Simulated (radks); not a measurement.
Spherical quantum dot in the effective-mass picture: electrons in a hard-walled sphere of radius 8.61, all in effective atomic units (hartree* = m*/eps^2 hartree, bohr* = eps/m* bohr), one dielectric constant everywhere. Calculated with a radial shooting solver with Libxc functionals: non-relativistic Kohn-Sham, LDA (Slater exchange, Perdew-Wang correlation), spin-polarised, spherical densities. Levels are named by radial order and angular momentum (1s, 1p, 1d, 2s, ...), and open shells are averaged over m. Results are scaled to m* = 0.072 and eps = 12.2, for which hartree* = 13.16 meV and bohr* = 8.967 nm.

N = 13, configuration 1s2 1p6 1d(up 5, down 0). This is the lowest configuration that the search found. Occupied and some empty levels:

| level | occupation | eigenvalue (meV) | <r> (nm) |
|---|---|---|---|
| 1s up | 1 | 24.386 | 54.77 |
| 1s down | 1 | 24.766 | 54.41 |
| 1p up | 3 | 24.787 | 55.83 |
| 1p down | 3 | 25.176 | 55.64 |
| 1d up | 5 | 25.527 | 57.00 |
| 1d down | 0 | 25.923 | 56.91 |
| 1f up | 0 | 26.569 | 58.10 |
| 1f down | 0 | 26.970 | 58.07 |
| 2s up | 0 | 28.323 | 35.48 |
| 2s down | 0 | 28.479 | 35.08 |
| 2p up | 0 | 29.655 | 41.12 |
| 2p down | 0 | 29.862 | 40.83 |

Energy (meV): total 171.231, kinetic 36.994, external 0, Hartree 164.65, exchange-correlation -30.413.

Electron density:

| r (nm) | n(r) (e/nm^3) |
|---|---|
| 6.11 | 2.237e-07 |
| 11.9 | 3.603e-07 |
| 17.6 | 6.564e-07 |
| 23.4 | 1.233e-06 |
| 29.1 | 2.276e-06 |
| 34.9 | 4.012e-06 |
| 40.7 | 6.592e-06 |
| 46.4 | 9.782e-06 |
| 52.2 | 0.00001257 |
| 57.9 | 0.00001310 |
| 63.7 | 9.849e-06 |
| 69.4 | 4.156e-06 |
| 75.2 | 2.902e-07 |
